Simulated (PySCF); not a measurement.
LiCl, SMILES [Cl][Li].

Coordinates come from a PBE0-D3(BJ)/def2-TZVPD optimisation.

Computed with C-PCM-PBE0/def2-TZVPD in PySCF.

The values are the electrostatic part of the solvation free energy, E(continuum) − E(gas) at the gas-phase geometry, in a cavity of scaled van der Waals radii (PySCF's table); cavitation and dispersion terms are not included. A continuum can't describe solvent molecules that bind to the metal. In vacuum the orbital gap is 5.82 eV. The dipole moment in vacuum is 7.02 D.

Computed values in water (ε = 78.36), 1-octanol (ε = 9.86), dichloromethane (ε = 8.93):
| solvent | ε | ΔG(elec) (kcal/mol) | dipole (D) | gap (eV) |
|---|---|---|---|---|
| water | 78.36 | -18.0 | 8.11 | 7.83 |
| 1-octanol | 9.86 | -16.2 | 8.00 | 7.67 |
| dichloromethane | 8.93 | -16.0 | 7.98 | 7.65 |
